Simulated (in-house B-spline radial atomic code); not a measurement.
Response and correlation of F VI (F5+)

Closed shell [He] 2s2. Computed with a B-spline radial code for spherical atoms: Dirac-Hartree-Fock, relativistic RPA (time-dependent Dirac-Hartree-Fock) for the response and second-order many-body perturbation theory for correlation, no-pair Dirac-Coulomb Hamiltonian, finite nucleus.

Command:
```bash
python run_mb.py task.json out
```
Settings (nuclear radius in fm, box in bohr, cutoff in hartree):
```
basis_form          2
Z                   9
core_configuration  [He] 2s2
rms_radius          2.8976
mass_number         19
speed_of_light      137.036
box_radius          10.732
lmax                7
intervals           64
virtual_cutoff      2025.0
```

Cost of the run: 0.5 s on 1 thread of Arm Neoverse V1, on a shared host.

```csv
"multipole (bohr³, bohr⁵, bohr⁷)",uncoupled,coupled RPA
dipole,0.57213,0.78526
quadrupole,0.17583,?
octupole,0.19323,0.21511
```

What is the coupled quadrupole polarisability?

0.20366 atomic units, +16 % against the uncoupled value.

Which subshells carry the dipole polarisability?

2s1/2 100.2 %, 1s1/2 -0.2 %.

What does the dipole shielding factor come to?

The dipole shielding factor is 0.444, against the exact N/Z = 4/9 = 0.444 of the non-relativistic theorem.

Dipole polarisability at imaginary frequency:

| u (Eh) | α(iu) (bohr³) |
| --- | --- |
| 0 | 0.7853 |
| 0.735 | 0.4361 |
| 2.2 | 0.1254 |
| 4.41 | 0.05095 |
| 7.35 | 0.02495 |
| 14.7 | 0.008767 |
| 29.4 | 0.002968 |
| 73.5 | 0.0006306 |

What dispersion coefficients follow for two such ions (the dispersion part alone)?

C6 = (3/π)∫α(iu)²du = 0.3995 hartree·bohr⁶ and C8 = 0.8937 hartree·bohr⁸.

Lowest J = 1 odd-parity excitations:

| energy (eV) | oscillator strength | leading channel | weight |
| --- | --- | --- | --- |
| 6.6939 | 1.4e-06 | 2s1/2 → p1/2 | 0.671 |
| 20.871 | 0.427 | 2s1/2 → p3/2 | 0.671 |
| 95.445 | 0.000131 | 2s1/2 → p1/2 | 0.681 |
| 96.384 | 0.452 | 2s1/2 → p3/2 | 0.681 |
| 121.95 | 5.26e-05 | 2s1/2 → p1/2 | 0.684 |
| 122.27 | 0.134 | 2s1/2 → p3/2 | 0.684 |
| 133.95 | 2.75e-05 | 2s1/2 → p1/2 | 0.686 |
| 134.11 | 0.0617 | 2s1/2 → p3/2 | 0.686 |

For an outer ns² shell RPA puts the lowest triplet far too low, and second order misses the ns²-np² near-degeneracy.

Second-order correlation energy by the highest angular momentum of the excited pair (hartree): s -0.01583, p -0.09016, d -0.01019, f -0.002734, g -0.001018, h -0.0004574, i -0.000218, k -0.000121.

What is the second-order correlation energy at the partial-wave limit?

The listed waves sum to -0.12072 hartree; extrapolating the increments as (l + 1/2)⁻⁴ gives -0.12097 hartree, -0.823 eV per electron.
